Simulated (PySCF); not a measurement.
BH3S, SMILES BS.

The structure is a stationary point at ωB97X-D3(BJ)/def2-TZVP.

Level of theory: r2SCAN/def2-TZVPD run with PySCF.

Symmetry labels are those of the subgroup Cs that the program uses (full group Cs).

Computed valence orbital energies around the gap with their symmetry:
```
orbital  symmetry  energy (eV)
-------  --------  -----------
HOMO−7         A'      -158.00
HOMO−6         A"      -157.99
HOMO−5         A'       -19.62
HOMO−4         A'       -13.05
HOMO−3         A'       -10.93
HOMO−2         A'        -9.05
HOMO−1         A'        -8.17
HOMO           A"        -7.58
LUMO           A"        -1.96
LUMO+1         A'        -0.26
LUMO+2         A'         0.80
LUMO+3         A'         1.13
```
